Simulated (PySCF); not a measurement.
## Structure from 2D NMR

Compound of formula C5H8F4OSi. Correlations simulated from computed shifts and the bond graph:

HSQC (one-bond C–H):
| δH | δC |
| --- | --- |
| 7.19 | 153.2 |
| 4.76 | 87.6 |
| 2.71 | 30.1 |

COSY cross peaks (H two or three bonds apart, from the bond graph; peaks can be absent where the dihedral angle is near 90°):
| δH | δH |
| --- | --- |
| 4.76 | 2.71 |

HMBC (two and three bonds, from the bond graph):
| δH | δC |
| --- | --- |
| 7.19 | 134.1, 124.1, 30.1 |
| 5.09 | 153.2 |
| 4.76 | 124.1, 30.1 |
| 2.71 | 153.2, 134.1, 124.1, 87.6 |

Carbons without hydrogens: δ 134.1, 124.1.

Theoretical values (PySCF 2.14.0 with density-fitted response routines): shielding tensors at PBE0/pcSseg-1 (GIAO), GFN2-xTB geometry. Relativity neglected, in vacuum, rapidly exchanging positions averaged, one computed conformer.

Referencing at the same level of theory: ¹H (σref 31.72) and ¹³C (σref 186.93) vs TMS.

Exchangeable hydrogens are left out of these lists.

Work out the connectivity.

Results:

SMILES FC(/C(CCF)=C/O[SiH3])(F)F.

Structure with atom numbers: `[F:1][CH2:2][CH2:3]/[C:4](=[CH:5]\[O:6][SiH3:7])[C:8]([F:9])([F:10])[F:11]`. Each H is labelled by its parent atom.

- δC 153.2 is C5, an alkene carbon bearing oxygen (δH 7.19).
- δC 134.1 is C8, a CF3 carbon.
- δC 124.1 is C4, a β carbon of an enol-ether or enamine type C=C.
- δC 87.6 is C2, an sp3 CH2 bonded to F (δH 4.76).
- δC 30.1 is C3, an allylic sp3 CH2 (δH 2.71).
- HMBC from δH 7.19 reaches the proton-free carbons C8, C4.
- HMBC from δH 4.76 reaches the proton-free carbon C4.
- HMBC from δH 2.71 reaches the proton-free carbons C8, C4.
- COSY links 4.76–2.71.

This is the structure that produced the data.

Shifts are as computed. Against solution values, carbons near 30 ppm lie about +3 ppm off and those near 130 ppm about +5 ppm. Of 1211 compounds with measured shifts, 218 miss one by over three times the rms of a fit or turn the order of signals round; such compounds aren't used in these exercises.
